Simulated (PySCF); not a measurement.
## [La(NH3)3]3+ at several levels of theory

Computed with PySCF 2.14.0 (density fitting, no spin-orbit coupling) at the geometry relaxed with PBE0:

```xyz
13
[La(NH3)3]3+ (singlet)
La    0.0000    0.0000   -0.7628
N     2.4447   -0.0007   -0.0078
H     2.6893   -0.6533    0.7572
H     3.1231   -0.2528   -0.7487
H     2.8080    0.9052    0.3363
N    -1.2217    2.1175   -0.0078
H    -0.7789    2.6556    0.7572
H    -1.3426    2.8310   -0.7487
H    -2.1879    1.9792    0.3363
N    -1.2230   -2.1168   -0.0078
H    -1.9104   -2.0023    0.7572
H    -1.7804   -2.5783   -0.7487
H    -0.6200   -2.8844    0.3363
```

```
level                                           basis    state  HOMO (eV)  gap (eV)  charge on La1 (e)  population of f-type functions on La1 (core shells left out)  dipole about the centre of mass (D)  largest force component (eV/Å)
 PBE0  La def2-SVP with ECP46, N def2-SVP, H def2-SVP  singlet     -23.78      7.84               1.89                                                          0.08                                 2.05                            0.01
TPSSh                                        the same  singlet     -22.97      6.71               1.87                                                          0.07                                 2.07                            0.12
  PBE                                        the same  singlet     -22.26      5.47               1.78                                                          0.07                                 2.25                            0.37
```

Charges are Mulliken's, which hang on the basis. The relaxation used the grid (50, 194), these runs (75, 302) or, all-electron (x2c bases, spin-free X2C Hamiltonian), (99, 590).

Q: What does PBE0 with La def2-TZVP with ECP46, N def2-TZVP, H def2-TZVP give here?

A: state singlet, HOMO (eV) -23.75, gap (eV) 7.86, charge on La1 (e) 2.04, population of f-type functions on La1 (core shells left out) 0.08, dipole about the centre of mass (D) 2.02, largest force component (eV/Å) 0.37. Time: 31 s on 2 threads of AMD EPYC 7R43 64-Core Processor (Zen 3), on a shared host, from free ions and atoms.

In the first row's basis the gap widens with exact exchange: 5.5 eV for PBE (none); 6.7 to 7.8 eV for TPSSh, PBE0 (a fixed share).

A frequency check found unstable modes (3, the lowest at -10 cm⁻¹), so the relaxed geometry is a saddle point, or these are noise.
